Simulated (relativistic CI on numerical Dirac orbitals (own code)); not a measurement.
# Cd³⁺ (4d9) in a crystal field

Calculated by Dirac-Coulomb-Breit CI, orbitals from a KLI potential per configuration, QED by a radiative potential, valence Slater integrals scaled by 0.8, one configuration in a parametric crystal field (own radial code).

Field parameters in Wybourne normalisation: Oh B⁴₀ = 21Dq, B⁴₄ = √(5/14) B⁴₀. The field is a parameter set, without covalency.

S is read from ⟨S²⟩ = S(S + 1).

Levels (cm⁻¹, degeneracy): 0 (4), 10651 (2), 14537 (4).

Problem. Which field gives this pattern?
A. Oh, 10Dq = 29200 cm⁻¹
B. Oh, 10Dq = 26850 cm⁻¹
C. Oh, 10Dq = 12350 cm⁻¹
D. Oh, 10Dq = 31050 cm⁻¹

Solution. C. Oh, 10Dq = 12350 cm⁻¹, ground level with S = 0.50.
